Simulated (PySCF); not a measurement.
Spin states of HgP

Unrestricted PBE0; basis Hg def2-SVPD with ECP60, P def2-SVPD; scalar-relativistic core potentials; PySCF 2.14. Outer shells of the fragments: Hg 5d10 6s2; P 3s2 3p3.

Followed along the bond (rough minima from three points):

```csv
2Ms+1,unpaired,⟨S²⟩ at the start,R at minimum (Å),Te (eV)
4,"σ ↑, π ↑↑",3.76,3.01,0.00
2,"σ ↓, π ↑↑",1.77,2.71,0.50
2,"σ ↑, π ↑↓",1.77,2.81,0.62
2,π ↑,0.76,2.39,0.83
```

Solutions found at the starting distance of 2.440 Å, counted from the lowest of them; the search is not exhaustive and high or unbound solutions are not listed, so other states can lie among these:

| 2Ms+1 | unpaired | term | E (eV) | ⟨S²⟩ | ⟨Lz²⟩ | μ (D) |
| --- | --- | --- | --- | --- | --- | --- |
| 4 | σ ↑, π ↑↑ | ⁴Σ⁻ | 0.00 | 3.76 | 0.00 | -0.29 |
| 2 | σ ↓, π ↑↑ | mixed | 0.39 | 1.77 | 0.00 | -0.42 |
| 2 | σ ↑, π ↑↓ | mixed | 0.55 | 1.77 | 2.02 | -0.35 |
| 2 | π ↑ | ²Π | 0.60 | 0.76 | 1.01 | -3.01 |
| 2 | σ ↑ | mixed | 1.71 | 0.76 | 2.00 | -0.27 |
| 2 | π ↑ | ²Π | 3.01 | 0.75 | 1.01 | 3.12 |

A term symbol is given only where ⟨S²⟩ and ⟨Lz²⟩ are close to those of a pure state; real π, δ and φ orbitals otherwise mix terms. A positive dipole means Hg(−)P(+).

Question: Compare the gap between the two lowest followed solutions at the starting distance with the gap between their minima.

Answer: At PBE0 the second solution (Ms = 0.5 of mixed spin, unpaired electrons σ ↓, π ↑↑) lies +0.39 eV from the first (quartet, unpaired electrons σ ↑, π ↑↑) at 2.440 Å and +0.50 eV at the minima; the two curves relax by different amounts, since their minima lie near 2.71 and 3.01 Å.

Spin–orbit coupling is left out. Counting both spins, an empty level lies below a filled one in some of these solutions, because spin and occupation are held.
